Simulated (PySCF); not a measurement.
## Simulated absorption spectrum

Species: C7H10.
Cartesian coordinates in Å at the GFN2-xTB level; atoms count from 1:
```
atom  x, y, z in Å
C1    -2.5898   -0.2166    0.2354
C2    -1.1691    0.1750    0.0312
C3    -0.6678    1.3687   -0.3208
C4     0.7757    1.2888   -0.3975
C5     1.1770    0.0450   -0.0939
C6     2.5595   -0.5021   -0.0418
C7    -0.0329   -0.7902    0.2108
H8    -2.7476   -0.5708    1.2546
H9    -3.2488    0.6291    0.0558
H10   -2.8677   -1.0252   -0.4413
H11   -1.2292    2.2649   -0.5202
H12    1.4084    2.1184   -0.6609
H13    3.2842    0.2682   -0.2931
H14    2.6725   -1.3294   -0.7431
H15    2.7863   -0.8813    0.9552
H16   -0.0018   -1.1887    1.2267
H17   -0.1159   -1.6418   -0.4670
```

Method: TDDFT PBE0/def2-SVPD, vertical, gas phase, core orbitals frozen in the response in PySCF.

Computed states:

```csv
state,E (eV),f
S1,4.73,0.145
S2,5.43,0.0000
S3,5.96,0.0000
S4,6.43,0.0000
S5,6.67,0.0007
S6,6.88,0.0000
```

Broadening: Gaussians 0.25 eV wide at half height, area fixed by f = 4.319×10⁻⁹ ∫ε dν̃. The width is an assumption, not a result. The curve ends short of the highest state used, and states not computed would add to its high-energy end.

Task: What does the envelope look like, and where are its maxima?

Result: 
(E (eV), ε (L mol⁻¹ cm⁻¹)): (4.35, 30), (4.40, 140), (4.44, 416), (4.49, 1324), (4.53, 2849), (4.57, 5321), (4.62, 9515), (4.66, 12911), (4.71, 15486), (4.75, 15268), (4.80, 12285), (4.84, 8800), (4.89, 4750), (4.93, 2472), (4.98, 895), (5.02, 339), (5.07, 82), (5.11, 23), (5.16, 4), (5.20, 1), (5.25, 0), (5.29, 0), (5.34, 0), (5.38, 0), (5.43, 0), (5.47, 0), (5.51, 0), (5.56, 0), (5.60, 0), (5.65, 0), (5.69, 0), (5.74, 1), (5.78, 1), (5.83, 2), (5.87, 3), (5.92, 4), (5.96, 4), (6.01, 4), (6.05, 3), (6.10, 2), (6.14, 1), (6.19, 0), (6.23, 0), (6.28, 0)

Maxima: 262 nm (4.73 eV), ε about 16000, made up of S1 (100%) (ε in L mol⁻¹ cm⁻¹; maxima over ε = 5, shares over 10%). At its high-energy end, 6.28 eV, the curve is still rising (ε about 0.14, from S3 and S5).

Task: What would ε be at 4.73 eV, the highest of these maxima, with half the width (0.125 eV)?

Result: About 31200 L mol⁻¹ cm⁻¹ against 15700, a factor of about 1.99; a lone state at its own centre would give exactly 2.

Task: Coming from long wavelengths, where does ε first pass 100 L mol⁻¹ cm⁻¹?

Result: At about 282 nm (4.39 eV), 0.34 eV below S1.

Task: On this curve, what absorbance would a 10⁻⁴ mol/L sample give at 280 nm over a 1 cm path?

Result: 280 nm is 4.428 eV, where ε is about 300 L mol⁻¹ cm⁻¹, so A = ε c l ≈ 0.03 (Beer–Lambert, with the gas-phase spectrum and the assumed width).
